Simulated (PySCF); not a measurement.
# A survey of $^{17}$O NMR shifts

Non-relativistic Hamiltonian, in vacuum, one averaged value for each set of equivalent atoms, a single conformation. Shielding tensors at PBE0/pcSseg-1 (GIAO); coordinates at the GFN2-xTB level; PySCF 2.14.

Shieldings were converted by a linear fit to measured shifts: $^{17}$O: δ = 266.70 − 0.911σ (rms 10.7 ppm, 155 shifts, 12.2 ppm with the 3 outliers that the fit left out vs liquid water, solution or neat liquid). A few per cent of atoms miss by over 2 rms, more outside the fitted compound classes.

**Question.** Give the $^{17}$O shifts of `CNC(=O)CCOC(C)C`, `O=C(CCF)CC(Cl)Cl`.

**Answer.** 
| compound | environment | δ (ppm) |
| --- | --- | --- |
| [CH3:1][NH:2][C:3](=[O:4])[CH2:5][CH2:6][O:7][CH:8]([CH3:9])[CH3:10] | O4: amide-type carbonyl oxygen | 330.9 |
| [CH3:1][NH:2][C:3](=[O:4])[CH2:5][CH2:6][O:7][CH:8]([CH3:9])[CH3:10] | O7: ether oxygen | 29.3 |
| O=C(CCF)CC(Cl)Cl | ketone oxygen | 567.6 |

**Question.** Match the shifts 750.4, 568.8, 266.4, 50.0, -5.7 ppm to `P[SiH2]CCO[SiH2]P`, `CC(C)OC1c2ccccc21`, `CC(C)c1noc(F)c1F`, `C#C[C@@H]1CC[C@H](C(C)=O)C1=C`, `C[SiH2][Si@H]([SiH2]S)[SiH2]C=O`.

**Answer.** 750.4: C[SiH2][Si@H]([SiH2]S)[SiH2]C=O (carbonyl oxygen); 568.8: C#C[C@@H]1CC[C@H](C(C)=O)C1=C (ketone oxygen); 266.4: CC(C)c1noc(F)c1F (aromatic ring oxygen); 50.0: CC(C)OC1c2ccccc21 (ether oxygen); -5.7: P[SiH2]CCO[SiH2]P (oxygen bonded to C, Si).

In solution the two oxygens of a carboxylic acid give one averaged line by proton exchange, and hydrogen bonding shields acid and N–H amide carbonyl oxygens by tens of ppm; neither is in these numbers.
